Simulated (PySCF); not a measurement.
Computed shifts of a molecule C3H9ClSi, PBE0/pcSseg-1 in PySCF, GIAO, gas phase, equivalent atoms averaged, in ppm (number of nuclei): ¹³C: 67.7 (1), 29.7 (1), 25.5 (1). ²⁹Si: -68.1 (1). ¹H: 4.28 (1), 4.09 (3), 1.78 (1), 1.76 (3), 1.53 (1). References: ¹³C against TMS (σ = 186.3 ppm); ³⁵Cl against HCl (σ = 945.9 ppm); ²⁹Si against TMS (σ = 352.7 ppm); ¹H against TMS (σ = 31.56 ppm), references at their B3LYP-D3(BJ)/def2-TZVP geometries, non-relativistic (without spin–orbit terms, shifts of atoms bonded to Cl or Br come out too high). The structure is a stationary point at B3LYP-D3(BJ)/def2-SVP. One conformer was computed; it need not be the lowest.

Problem. Which molecule gave these data?
(A) C[SiH2]CCCl
(B) C[C@H](Cl)C[SiH3]
(C) C[Si](C)(C)Cl
(D) CCC[SiH2]Cl

Solution. B, C[C@H](Cl)C[SiH3]
